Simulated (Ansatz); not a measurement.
Program: Ansatz. Geometries: PBE0-D4/def2-TZVP. ΔE: electronic, gas phase. CBS: MP2 limit from def2 TZ/QZ plus the TZ coupled-cluster correction, frozen cores. Each species was taken in one conformer, which may not be the lowest.

Reaction (substitution at a C–C bond): `CCCCCCCC` + `[CH3][Al]([NH2])[Cl]` → `C[NH][Al]([CH3])[Cl]` + `CCCCCCC`

```
               species  MP2/def2-TZVPP energy (Eh)
            `CCCCCCCC`                  -314.96531
`[CH3][Al]([NH2])[Cl]`                  -797.49860
`C[NH][Al]([CH3])[Cl]`                  -836.70381
             `CCCCCCC`                  -275.74284
```

(1) Work out ΔE.

Largest T1 diagnostic among the species: 0.010.

Results:

(1) ΔE = (-836.70381) + (-275.74284) − (-314.96531) − (-797.49860) = 0.01726 Eh = +10.8 kcal/mol. CCSD(T)/CBS gives +10.5 kcal/mol.

At CCSD(T), def2-SVP lies −2.3 kcal/mol from the extrapolated value and def2-TZVPP −0.4 kcal/mol. In def2-TZVPP, CCSD(T) changes the Hartree–Fock value by +1.5 kcal/mol (the triples alone add +0.1 kcal/mol) and MP2 by +2.3 kcal/mol. Leaving LDA and LC-ωPBE aside and taking each functional with its dispersion term where it has one, the values, not all of them listed here, spread over 1.6 kcal/mol, from BLYP-D4 to ωB97M-V. LDA lies +1.2 kcal/mol from PBE without D4.
